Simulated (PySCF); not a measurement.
C3Si, SMILES [C]1[c+]2[si-2][c+]21 (connectivity only; charge and spin as stated), neutral, multiplicity 1. Coordinates come from a r2SCAN-D4/def2-TZVP optimisation.

The numbers are results of r2SCAN-D4/def2-TZVP run with PySCF, not measurements.

Harmonic wavenumbers (cm⁻¹): 191, 424, 685, 1024, 1072, 1403. Rotational constants (GHz): 38.81, 6.202, 5.347; symmetry number 2.

Question: Work out the zero-point energy and the ideal-gas rigid-rotor harmonic-oscillator thermochemistry at 298.15 K and 1 atm.

Answer: ZPE = ½ Σ hcν = ½ × 4798 cm⁻¹ = 6.86 kcal/mol. H − E(el) = 9.89 kcal/mol. Entropy in cal/(mol K): translation 38.39, rotation 21.66, vibration 3.60, total 63.65. G − E(el) = -9.09 kcal/mol. Cp = 12.84 cal/(mol K).
